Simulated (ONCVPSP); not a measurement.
**Si (Z = 14): excitation energies, all-electron against ONCV**

* Element: Si (Z = 14)
* Generator: ONCVPSP 4.0.1
* Type: optimised norm-conserving Vanderbilt (ONCV)
* Functional: LDA (Perdew-Wang 92)
* Relativity: scalar-relativistic
* Frozen core: [He]
* Valence charge: 12
* Reference configuration: 2s2 2p6 3s2 3p1.5 (charge +0.5)
* Partial waves: 2s+3s: rc 0.80 bohr, ncon 4, nbas 7, qcut 15.9 1/bohr, 2 projectors; 2p+3p: rc 1.05 bohr, ncon 4, nbas 9, qcut 14.7 1/bohr, 3 projectors, debl 3.4 Ha
* Local potential: polynomial inside 0.80 bohr (lpopt 5, dvloc0 0 Ha)
* Core correction: Teter function, fcfact 2.75, rcfact 1.05

Energies are relative to the spin-unpolarised reference configuration 2s2 2p6 3s2 3p1.5; without spin polarisation the order of configurations can differ from experiment.

```tsv
valence configuration	charge	ΔE all-electron (eV)	error AE − PS (meV)
2s2 2p6 3s2 3p2	0	-2.962	+0.1
2s2 2p5 3s2 3p2	+1	107.127	+615
```

Q: What are ΔE and the potential's error for 2s2 2p6 3s2 3p1?

A: ΔE = 4.861 eV all-electron; the error (AE − PS) is 0.0 meV.

Q: What are ΔE and the potential's error for 2s2 2p6 3s2 3p0?

A: ΔE = 20.969 eV all-electron; the error (AE − PS) is +1.6 meV.

Levels in the configuration 2s2 2p6 3s2 3p0:

```
level  all-electron (eV)  pseudo (eV)
   2s           -160.075     -160.066
   2p           -116.991     -116.928
   3s            -28.659      -28.657
```
